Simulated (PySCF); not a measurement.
# Frontier orbitals and the lowest excitations

Species: C3H6F3NSi.
Structure used (GFN2-xTB), in Å, numbered top down from 1:
```xyz
14
C3H6F3NSi angstrom
C     -1.5773   -1.1544   -0.1932
C     -0.6808   -0.2371    0.1349
C     -1.1275    1.1615    0.4213
F     -0.7965    1.5293    1.6899
F     -0.4893    2.0582   -0.3842
Si     1.1730   -0.5653    0.3097
N      1.9486    0.2531   -0.9741
F      1.4027   -2.1326    0.0111
H     -2.6325   -0.9367   -0.2744
H     -1.2778   -2.1676   -0.3955
H     -2.2100    1.3230    0.3005
H      1.6189   -0.3929    1.6852
H      1.7414    1.2215   -1.1542
H      2.9065    0.0396   -1.1991
```

Computed with TDDFT B3LYP/def2-SVPD, vertical, gas phase, core orbitals frozen in the response in PySCF 2.14.0, density-fitted response routines.

Frontier orbitals with the atoms that hold most of them (Löwdin shares over 4%, at most four atoms; ? is withheld):

| orbital | ε (eV) | atoms |
| --- | --- | --- |
| LUMO+2 | 0.38 | Si6 20%, N7 13%, H14 13%, H13 10% |
| LUMO+1 | 0.28 | Si6 32%, C1 12%, F8 12%, H12 10% |
| LUMO | -1.24 | C1 38%, C2 30%, Si6 6%, H9 5% |
| HOMO | -7.64 | ? |
| HOMO-1 | -8.47 | ? |
| HOMO-2 | -9.06 | C2 23%, Si6 14%, C3 12%, N7 10% |
| HOMO-3 | -10.35 | F8 22%, H12 17%, Si6 16%, F5 12% |

Question: Give the leading atoms of the HOMO-1.

Answer: C2 (bonded to 2 C and Si) 38%; C1 (bonded to C and 2 H) 36%; Si6 (bonded to C, F, N and H) 5%. By element: carbon 75% or more, silicon 5%.

Question: Which atoms hold the HOMO, and with what shares?

Answer: N7 (bonded to Si and 2 H) 63%; Si6 (bonded to C, F, N and H) 12%; H14 (bonded to N) 6%; H12 (bonded to Si) 6%. By element: nitrogen 63%, silicon 12%, hydrogen 12% or more.

Question: How does S1 compare with the orbital gap of 6.40 eV?

Answer: S1 is at 5.46 eV (f = 0.0019), 0.94 eV below the gap, made of HOMO→LUMO (98%). 

Question: Give energy, strength and leading configuration of S1, S2, S3, S5 and S7, and follow the Löwdin shares of the leading atoms from the occupied to the empty orbital.

Answer: 
- S1 (5.46 eV, f 0.0019), HOMO→LUMO (98%): N7 63% → at most 6%, Si6 12% → 6%, C1 at most 6% → 38%, C2 at most 6% → 30%
- S2 (6.56 eV, f 0.0090), HOMO-2→LUMO (94%): C2 23% → 30%, Si6 14% → 6%, C1 at most 10% → 38%
- S3 (6.90 eV, f 0.012), HOMO→LUMO+1 (80%): N7 63% → at most 11%, Si6 12% → 32%, C1 at most 6% → 12%
- S5 (7.31 eV, f 0.351), HOMO-1→LUMO (88%): C2 38% → 30%, C1 36% → 38%
- S7 (7.73 eV, f 0.0037), HOMO-1→LUMO+1 (92%): C2 38% → at most 11%, C1 36% → 12%, Si6 5% → 32%

Löwdin shares depend on the basis, the more so with diffuse functions.

The run took 82 s wall on Arm Neoverse N1, one thread, shared host with 64 logical CPUs at a one-minute load of 61, and the process peaked at 0.86 GiB of memory.

One conformer stands for the species.
